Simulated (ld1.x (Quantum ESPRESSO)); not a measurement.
Reading a pseudo-wave (chlorine (Cl))

Columns: radius, all-electron u(r) and pseudo u(r) of the 3p shell (level -8.56 eV) of chlorine in the configuration [Ne] 3s2 3p5; PBEsol, scalar-relativistic, TM scheme, ld1.x (Quantum ESPRESSO) 7.5.

```tsv
r (bohr)	all-electron	pseudo
0.065	0.1090	-0.0120
0.130	0.2574	-0.0455
0.195	0.3440	-0.0935
0.260	0.3585	-0.1464
0.325	0.3156	-0.1949
0.390	0.2342	-0.2336
0.455	0.1306	-0.2620
0.520	0.0171	-0.2841
0.585	-0.0977	-0.3062
0.650	-0.2079	-0.3345
0.715	-0.3101	-0.3740
0.780	-0.4021	-0.4264
0.845	-0.4832	-0.4888
0.910	-0.5533	-0.5537
0.975	-0.6123	-0.6123
1.040	-0.6608	-0.6608
1.105	-0.6994	-0.6994
1.170	-0.7290	-0.7290
1.235	-0.7504	-0.7504
1.300	-0.7647	-0.7647
1.365	-0.7726	-0.7726
1.430	-0.7751	-0.7751
1.495	-0.7729	-0.7729
1.560	-0.7667	-0.7667
1.625	-0.7571	-0.7571
1.690	-0.7448	-0.7448
```

How many radial nodes do the two functions have?

The all-electron 3p function has n − l − 1 = 1; the pseudo-wave has 0, since the states of the same l below it are removed with the core.

At about which radius was the pseudo-wave matched?

1.00 bohr. The columns agree to 0.0005 from 0.91 bohr on; several derivatives are matched, so the curves merge somewhat inside the radius.

Where does each function peak?

Outermost all-electron maximum near 1.43 bohr, pseudo maximum near 1.43 bohr (to the table’s step).

Is the pseudo-wave norm-conserving?

Yes: the TM scheme keeps the norm inside the radius equal to the all-electron one, which fixes the energy derivative of the logarithmic derivative at the level.
